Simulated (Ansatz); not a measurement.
Ga2P: single points at one geometry.

```yaml
crystal:
  periodic: [false, false, false]
  atoms:
    - {symbol: Ga, position_ang: [0.516574, -1.207039, -1.312057]}
    - {symbol: Ga, position_ang: [-0.243757, 0.350544, 1.731989]}
    - {symbol: P, position_ang: [-0.272807, 0.856495, -0.419932]}
basis:
  gaussian: {orbitals: def2-TZVPD, initial_orbitals: start.molden}
magnetization: {spin_polarized: true, initial_magnetization: 1}
hamiltonian: {xc: pbe, dispersion: d4}
scf: {omitted_lower_state_checks: [starts]}
output: {orbitals: {seedname: orbitals}}
```

The file start.molden holds the orbitals of an earlier run on this structure, at another level or in another basis.

```sh
$ ansatz run in.yaml --threads 4 --pin off --events-out ev --progress --plain --max-ram 3916MiB
```

It prints (some lines left out):

```
Functional definition: PBE
1027 factors; their error is unknown
mean field evaluation 1: about -114024.6760 eV, gradient 9.9e0 eV
mean field evaluation 2: about -114024.8325 eV, gradient 2.3e-1 eV
mean field evaluation 4: about -114024.7956 eV, gradient 1.2e-1 eV
mean field evaluation 8: about -114024.7958 eV, gradient 2.3e-5 eV
mean field -114024.79576605 eV, -4190.3339556197 hartree, gradient 2.3e-5 eV, S^2 0.756256; 0 other end points of the search recorded, 0 dependent functions left out
reference -114024.79580075 eV, -4190.3339568951 hartree; 39, 38 occupied and 112, 113 virtual orbitals, 1027 factors
Total energy: -114024.94571580 eV, -4190.3394661714 hartree
Checks for a lower state left out: starts
```

It took 4 s on 4 threads of Arm Neoverse V1 on a shared host.

The first input with `gaussian: {orbitals: def2-TZVP, initial_orbitals: start.molden}`, `hamiltonian: {xc: hse06, dispersion: d4}` (abridged; 6.5 s):

```
Functional definition: HSE06
mean field -114027.12139003 eV, -4190.4194207247 hartree, gradient 1.0e-5 eV, S^2 0.762062
Total energy: -114027.24561487 eV, -4190.4239859036 hartree
Checks for a lower state left out: starts
```

As the first input, with `hamiltonian: {xc: pbe0, dispersion: d4}` (abridged; 12 s):

```
Functional definition: PBE0
mean field -114027.33000423 eV, -4190.4270871551 hartree, gradient 2.1e-5 eV, S^2 0.762440
Total energy: -114027.45735779 eV, -4190.4317673123 hartree
Checks for a lower state left out: starts
```

The first input with `gaussian: {orbitals: def2-TZVP, initial_orbitals: start.molden}`, `correlation: {method: mp2}` and without the key `hamiltonian` (abridged; 3.3 s):

```
Functional definition: HF
mean field -113940.62327978 eV, -4187.2406738037 hartree, gradient 3.3e-6 eV, S^2 0.832485
23 core orbitals not correlated: weight in the atoms' cores, before any rotation towards them, 1.000 or more for the frozen orbitals, at most 0.000 for the correlated occupied ones
second order -14.46193513 eV of doubles, -0.00000000 eV of singles
Total energy: -113955.08521491 eV, -4187.7721401170 hartree
Checks for a lower state left out: starts
```

Geometry: B3LYP-D4/def2-TZVP.

HSE06 is defined as in plane-wave codes, on full-range PBE exchange. Correlated methods freeze 23 core orbitals; core or outer-core shells of Ga are correlated, in sets that lack core-valence functions. At MP2/def2-TZVP the charge 0 doublet is spin-contaminated (final ⟨S²⟩ up to 0.83, 0.75 for a pure state). The structure comes from a short search, and lower isomers may exist.
